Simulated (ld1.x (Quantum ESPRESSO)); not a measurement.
Transferability test, TM potential for Ho (Z = 67)

```json
{
 "Element": "holmium",
 "Generator": "ld1.x (Quantum ESPRESSO) 7.5",
 "Type": "norm-conserving Troullier–Martins (Kleinman–Bylander form)",
 "Functional": "LDA (PZ)",
 "Relativity": "scalar-relativistic",
 "Frozen core": "[Kr] 4d10",
 "Valence charge": "21",
 "Reference configuration": "4f11 5s2 5p6 5d0 6s0 6p0 (charge +2)",
 "Partial waves": "5s (bound): rc 2.15 bohr; 5p (bound): rc 2.10 bohr; 4f (bound): rc 0.80 bohr; 5d (bound, empty): rc 2.35 bohr",
 "Local potential": "the d channel",
 "Core correction": "a·sin(br)/r model core inside 0.75 bohr"
}
```

Energies are relative to the spin-unpolarised reference configuration 4f11 5s2 5p6 5d0 6s0 6p0; without spin polarisation the order of configurations can differ from experiment. Spin-polarised rows fill each open shell by Hund’s rule, majority spin first. Not all tests gave a result: 5 of 9 tests not solved or not reliable. Left out of the table: 4f11 5s2 5p6 5d0 6s2 6p0 (solver errors, printed error -448 meV); 4f11 5s2 5p6 5d0 6s1 6p0 (solver errors, printed error -306 meV); 4f10 5s2 5p6 5d0 6s0 6p0 (solver errors, printed error +6.7 meV); 4f11 5s1 5p6 5d0 6s2 6p0 (solver errors, printed error -898 meV); 4f11 5s2 5p6 5d0 6s0 6p0 (spin-polarised) (solver errors, printed error +376 meV).

```csv
valence configuration,charge,ΔE all-electron (eV),error AE − PS (meV)
4f11 5s2 5p6 5d1 6s0 6p0,+1,-9.675,-4.6
4f11 5s2 5p6 5d0.5 6s1.5 6p0,0,-17.162,-320
4f11 5s2 5p6 5d0 6s2 6p0 (spin-polarised),0,-20.112,-69
```

Question: What are ΔE and the potential's error for 4f11 5s2 5p6 5d0 6s1.5 6p0?

Answer: ΔE = -15.946 eV all-electron; the error (AE − PS) is -393 meV.
